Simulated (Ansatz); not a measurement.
```yaml
crystal:
  periodic: [false, false, false]
  atoms:
    - {symbol: K, position_ang: [-0.439278, 6.243337, 6.417779]}
    - {symbol: K, position_ang: [-2.109578, 3.652620, 0.098084]}
    - {symbol: K, position_ang: [-4.595356, 4.650013, -3.599531]}
    - {symbol: K, position_ang: [-3.916974, 0.234222, -2.172472]}
    - {symbol: K, position_ang: [-0.472730, 2.661546, -3.932778]}
    - {symbol: K, position_ang: [-0.960633, 7.162645, -2.408161]}
    - {symbol: K, position_ang: [-6.413830, 3.124717, 0.366830]}
    - {symbol: K, position_ang: [0.396785, -1.853451, 3.625020]}
    - {symbol: K, position_ang: [-3.504265, -0.020985, 2.333313]}
    - {symbol: K, position_ang: [-0.343511, 7.358883, 2.092601]}
    - {symbol: K, position_ang: [2.258459, 4.261451, -0.335252]}
    - {symbol: K, position_ang: [-4.026520, 4.944296, 4.010141]}
    - {symbol: K, position_ang: [0.460516, -0.074276, -0.468662]}
    - {symbol: K, position_ang: [3.368441, 5.437069, 3.841906]}
    - {symbol: K, position_ang: [3.827347, 1.027898, 2.312960]}
    - {symbol: K, position_ang: [-4.684638, 7.357785, 0.236583]}
    - {symbol: K, position_ang: [-0.045034, 2.551628, 3.963740]}
basis:
  gaussian: {orbitals: def2-SVPD, fitting: {mean_field: def2-universal-jkfit}}
total_charge: -1
hamiltonian: {xc: {name: HF}}
scf: {omitted_lower_state_checks: [starts]}
output: {forces: true}
```

```sh
$ ansatz run in.yaml --threads 2 --pin off --events-out ev --progress --plain --max-ram 22528MiB --backend cuda --devices 0, --max-vram 18GiB
```

Shortened log:

```
Functional definition: HF
2720 factors; integrals over basis functions are off by at most 8.6e-2 eV
mean field evaluation 1: about -277130.0320 eV, gradient 7.6e0 eV
mean field evaluation 2: about -277130.2952 eV, gradient 4.2e0 eV
mean field evaluation 4: about -277130.4778 eV, gradient 7.8e-1 eV
mean field evaluation 8: about -277130.5404 eV, gradient 1.3e-1 eV
mean field -277130.54103497 eV, -10184.3595372077 hartree, gradient 1.3e-5 eV, S^2 0.000000; 0 other end points of the search recorded, 0 dependent functions left out
reference -277130.54103497 eV, -10184.3595372077 hartree; 162, 162 occupied and 297, 297 virtual orbitals, 2720 factors
Total energy: -277130.54103497 eV, -10184.3595372077 hartree
Atom 0 at    -0.439278     6.243337     6.417779 Å, force     0.008448     0.130050     0.225357 eV/Å
Atom 1 at    -2.109578     3.652620     0.098084 Å, force     0.012204     0.003098     0.021766 eV/Å
Atom 2 at    -4.595356     4.650013    -3.599531 Å, force    -0.129078     0.068892    -0.245400 eV/Å
Atom 3 at    -3.916974     0.234222    -2.172472 Å, force    -0.101676    -0.253761    -0.105741 eV/Å
Atom 4 at    -0.472730     2.661546    -3.932778 Å, force     0.110590    -0.035189    -0.204177 eV/Å
Atom 5 at    -0.960633     7.162645    -2.408161 Å, force     0.090359     0.170892    -0.120911 eV/Å
Atom 6 at    -6.413830     3.124717     0.366830 Å, force    -0.204525    -0.038026     0.045035 eV/Å
Atom 7 at     0.396785    -1.853451     3.625020 Å, force     0.048671    -0.240760     0.099104 eV/Å
Atom 8 at    -3.504265    -0.020985     2.333313 Å, force    -0.109546    -0.082664     0.092175 eV/Å
Atom 9 at    -0.343511     7.358883     2.092601 Å, force     0.023280     0.248069     0.027078 eV/Å
Atom 10 at     2.258459     4.261451    -0.335252 Å, force     0.135323     0.059172    -0.108762 eV/Å
Atom 11 at    -4.026520     4.944296     4.010141 Å, force    -0.114684    -0.018108     0.118368 eV/Å
Atom 12 at     0.460516    -0.074276    -0.468662 Å, force     0.063379    -0.215275    -0.119153 eV/Å
Atom 13 at     3.368441     5.437069     3.841906 Å, force     0.161851     0.077632     0.073611 eV/Å
Atom 14 at     3.827347     1.027898     2.312960 Å, force     0.182941    -0.075753     0.028182 eV/Å
Atom 15 at    -4.684638     7.357785     0.236583 Å, force    -0.144349     0.237854     0.058520 eV/Å
Atom 16 at    -0.045034     2.551628     3.963740 Å, force    -0.033188    -0.036122     0.114948 eV/Å
Dipole moment:     0.015219     0.018465    -0.065052 e Å
Checks for a lower state left out: starts
```

Run time 5.5 s (2 threads of AMD EPYC 7R13 on a shared host and a share (18 GiB) of an NVIDIA H100 80GB HBM3), peak host memory 1.6 GiB.

The dipole of an ion depends on the origin.
